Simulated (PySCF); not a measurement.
Computed IR spectrum (relative IR intensity) of a molecule C4H7FO. Geometry optimised at PBE0-D3(BJ)/def2-SVP. Other conformers were not sampled. All values below come from PBE0-D3(BJ)/def2-SVP in PySCF. Frequencies are harmonic and unscaled.

ν (cm⁻¹): 77 (w), 174 (w), 261 (vs), 337 (vs), 364 (vw), 427 (w), 530 (m), 811 (m), 870 (w), 898 (w), 981 (m), 1009 (s), 1040 (w), 1092 (s), 1106 (w), 1113 (m), 1153 (s), 1211 (m), 1240 (s), 1249 (w), 1336 (m), 1374 (w), 1405 (w), 1432 (s), 1484 (vw), 1520 (vs), 3009 (vs), 3101 (m), 3156 (vw), 3163 (w), 3176 (m), 3883 (s) (against the strongest line: vs over 80 %, s over 45 %, m over 15 %, w over 4 %, vw less)

Problem. Pick the molecule that these values belong to.
(A) OCC/C=C\F
(B) OC[C@H]1C[C@@H]1F
(C) C[C@@H](F)CC=O
(D) C[C@]1(F)C[C@H]1O

Solution. B, OC[C@H]1C[C@@H]1F
